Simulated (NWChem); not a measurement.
# boron monoxide dimer (B₂O₂)

SMILES: O=BB=O
```xyz
4

O      0.0000     0.0000    -2.0254
B      0.0000     0.0000    -0.8262
B      0.0000     0.0000     0.8262
O      0.0000     0.0000     2.0254
```
Charge 0, spin multiplicity 1.

Program: NWChem. Structure: optimised with PBE0/def2-SVP, a minimum by its harmonic frequencies. It is one conformer; others weren't searched.

Symmetry labels belong to the abelian group D2h used in the runs, with the axes of the coordinates shown; states degenerate in a higher group split over its labels.

B3LYP has NWChem's definition, with VWN1-RPA local correlation.

**Question.** List the lowest 3 singlet excitations that TD-B3LYP/def2-SVPD, VWN1-RPA local correlation gives, with oscillator strengths.

**Answer.** 
```
state  symmetry  energy (eV)  wavelength (nm)      f
-----  --------  -----------  ---------------  -----
1            au         6.41              193  0.000
2           b1u         6.57              189  0.000
3            au         6.57              189  0.000
```
